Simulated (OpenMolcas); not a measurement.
## V2+: ligand-field states by method

V2+ with its 6 nearest fluoride ions at 2.118 Å, on the Cd site of idealised cubic KCdF3 (a = 4.302 Å, distance in the model lattice 2.151 Å). The rest of the host is ab initio model potentials to 7.6 Å, with orthogonalisation functions on the cations behind the ligands, and point charges beyond; the distance is set by hand and nothing relaxes. Ligand basis ANO-RCC-VDZP.

- Program: OpenMolcas
- Basis: ANO-RCC-VDZP [5s4p2d1f]
- Scalar Hamiltonian: DKH2, point nucleus
- Active space: 3 electrons in 5 orbitals (3d)
- State averaging: 2S+1 = 4 even, 10 roots; 2S+1 = 2 even, 40 roots
- Spin-orbit coupling: state interaction with AMFI integrals over the reference wave functions

I. CASSCF
II. SS-CASPT2, IPEA 0.25 Eh, imaginary shift 0.1 Eh (closed shells correlated: 3s 3p and the ligand valence shells)

Spin-free states (labels of O, the rotations of Oh) in cm-1, each column counted from its own energy of the first state listed:

```
State  Degeneracy      I     II
  4A2           1      0      0
  4T2           3  10370  11560
   2E           2  16660  13820
  4T1           3  17096  17400
  2T1           3  17490  14740
  2T2           3  23121  19420
  2A1           1  24469  22160
  2T2           3  27509  25980
  2T1           3  28129  26450
  4T1           3  28604  27250
   2E           2  29891  27040
  2T1           3  33534  31100
  2T1           3  38657  38840
  2T2           3  39019  37520
  2A2           1  43172  38280
  2T2           3  44402  39990
   2E           2  46104  44880
  2T1           3  49704  46580
   2E           2  65655  58920
  2T2           3  68859  63270
```

From I to II, I's first state of the same spin (4T2) moves from 10370 to 11560 cm-1, by about +1200 cm-1.

From I to II, I's first state of another spin (2E) moves from 16660 to 13820 cm-1, by about -2800 cm-1.

I: A least-squares ligand-field fit to the states below 45000 cm-1, each weighted by its degeneracy and with a free common offset, gives 10Dq = 10862 cm-1, B = 928 cm-1 and C = 3530 cm-1 (C/B = 3.80), with an rms deviation of 169 cm-1. The same method and metal basis give the free ion B = 954 cm-1 (fit to its terms below 60000 cm-1, rms deviation 86 cm-1), so the nephelauxetic ratio is β = 928 / 954 = 0.97; it hangs on how both fits weigh the states, and computed free-ion B values tend to be too large, so β mixes covalency with correlation.

χT at 300 K: I 1.85, II 1.85 cm3 K/mol.

Roots that are degenerate in the reference are averaged as groups; the widest CASPT2 spread within a group is 170 cm-1 (the 3-fold group of multiplicity 2 near 26000 cm-1 above the lowest state of its run, II). Shifts and gaps below about the spread of the groups concerned are not significant. Over all roots computed the reference weight is 0.74 to 0.75 in II; a low but even weight reflects the number of correlated electrons. Ligand-to-metal charge-transfer states are missing. With no ligand orbital active B as a rule stays too high, so bands that hang on it stand too high and its fall with covalency is understated. Without dynamic correlation the repulsion within the d shell is too large (B by tens of per cent), so at a given field states of lower spin stand too high (holds for I). With metal d orbitals alone and no dynamic correlation 10Dq can be off by a tenth to a fifth, either way, in oxide and fluoride hosts (holds for I). These CASPT2 states fit no ligand-field parameters well, so their order and spin gaps are uncertain (holds for II). With one d shell and no ligand orbital active, 10Dq can be off by tens of per cent for divalent 3d ions, low with halides held by bare charges and at times high in hosts (holds for II). Free-ion shares, where given, are those of the reference states; single-state CASPT2 does not remix them (holds for II). No measured value stands beside these numbers; the geometry was set by hand and not optimised.
